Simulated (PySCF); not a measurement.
SiBrCl2, SMILES Br[Si](Cl)Cl, multiplicity 2. The structure is a stationary point at B3LYP-D3(BJ)/def2-SVP.

Computed equilibrium geometry at B3LYP-D3(BJ)/def2-SVP (PySCF confirms it by a frequency run) as bond lengths and angles, and its point group:
point group Cs.
Atoms: Si1 Br2 Cl3 Cl4. Bond lengths (Å): Si1–Br2 2.242, Si1–Cl3 2.076, Si1–Cl4 2.076. Bond angles (°): Br2–Si1–Cl3 109.6, Br2–Si1–Cl4 109.6, Cl3–Si1–Cl4 108.9.
Charge 0, spin multiplicity 2.
